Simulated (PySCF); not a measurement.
C₃H₁₀OSi₂, SMILES C=C[SiH2]CO[SiH3]. Coordinates come from a ωB97X-D3(BJ)/def2-SVP optimisation. The structure was generated by enumeration, and PubChem lists no compound with its InChIKey, so it may never have been made. Other conformers were not sampled.

Computed equilibrium geometry at ωB97X-D3(BJ)/def2-SVP (PySCF confirms it by a frequency run) as bond lengths and angles (one conformer of several):
Atoms: C1 C2 Si3 C4 O5 Si6 H7 H8 H9 H10 H11 H12 H13 H14 H15 H16. Bond lengths (Å): C1–C2 1.338, C1–H7 1.097, C1–H8 1.097, C2–Si3 1.869, C2–H9 1.098, Si3–C4 1.897, Si3–H10 1.495, Si3–H11 1.492, C4–O5 1.425, C4–H12 1.108, C4–H13 1.108, O5–Si6 1.668, Si6–H14 1.495, Si6–H15 1.495, Si6–H16 1.485. Angles (°): C2–C1–H7 122.1, C2–C1–H8 121.8, H7–C1–H8 116.1, C1–C2–Si3 123.5, C1–C2–H9 118.5, Si3–C2–H9 118.0, C2–Si3–C4 109.1, C2–Si3–H10 109.3, C2–Si3–H11 111.2, C4–Si3–H10 109.9, C4–Si3–H11 108.1, H10–Si3–H11 109.3, Si3–C4–O5 106.5, Si3–C4–H12 111.3, Si3–C4–H13 110.1, O5–C4–H12 111.1, O5–C4–H13 111.0, H12–C4–H13 106.8, C4–O5–Si6 121.6, O5–Si6–H14 110.6, O5–Si6–H15 110.5, O5–Si6–H16 106.9, H14–Si6–H15 108.3, H14–Si6–H16 110.3, H15–Si6–H16 110.3.
Charge 0, spin multiplicity 1.
